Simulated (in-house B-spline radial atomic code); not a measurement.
Checks on a self-consistent run for Ho3+, [Xe] 4f10. Computed with an all-electron radial atomic-structure program (B-spline basis): Dirac-Hartree-Fock, average of configuration, Fermi nucleus of rms radius 5.2022 fm.

```csv
orbital,q,ε (Eh),<1/r>,<r²>,small-component weight
1s1/2,2,-2057.37920,76.0364,0.000588088,0.062738
2s1/2,2,-349.68161,18.2682,0.00909812,0.013997
2p1/2,2,-332.06917,18.2,0.0065979,0.014006
2p3/2,4,-300.50002,15.8759,0.00781505,0.012898
3s1/2,2,-81.04527,6.69665,0.0599294,0.0045142
3p1/2,2,-73.34836,6.5991,0.0557194,0.004441
3p3/2,4,-66.63242,6.01075,0.0625006,0.0041353
3d3/2,4,-53.61702,5.87655,0.049535,0.0039924
3d5/2,6,-52.16703,5.73184,0.0514226,0.0039038
4s1/2,2,-17.95334,2.7758,0.30364,0.001417
4p1/2,2,-14.83650,2.66513,0.318701,0.0013353
4p3/2,4,-13.31361,2.47434,0.354386,0.0012337
4d3/2,4,-8.14535,2.24794,0.403993,0.0010522
4d5/2,6,-7.86304,2.19824,0.41872,0.0010214
4f5/2,4.2857,-1.73630,1.69631,0.731902,0.00064939
4f7/2,5.7143,-1.69547,1.67466,0.754209,0.00063629
5s1/2,2,-3.36415,1.03723,1.82087,0.00028144
5p1/2,2,-2.39389,0.929154,2.23788,0.00023168
5p3/2,4,-2.18037,0.86408,2.52495,0.00020562
```

Electron-electron repulsion V_ee = 4601.0215 hartree.

Task: What total energy follows from the eigenvalues?

Result: The eigenvalues count the repulsion twice, so E = Σqε - V_ee = -8019.008 - 4601.022 = -12620.030 hartree; the run printed -12620.030.

Task: Does the Dirac virial theorem hold?

Result: For a point nucleus E = -2c²Σq·w, with w the small-component weight. Here Σq·w = 0.33596 and c = 137.0360, so the ratio E/(-2c²Σq·w) is 1.000164; the finite nucleus accounts for the departure from 1.

Task: What diamagnetic shielding (Lamb formula) and susceptibility (Langevin formula) do the radii give?

Result: σ = (α²/3)Σq<1/r> = 464.233/(3·137.036²) = 8240.3 ppm, and χ = -0.79199×10⁻⁶·Σq<r²> = -26.54×10⁻⁶ cm³/mol with Σq<r²> = 33.506 bohr². Both are non-relativistic formulas without the paramagnetism of open shells; for so heavy an element the full relativistic shielding is larger by tens of per cent.
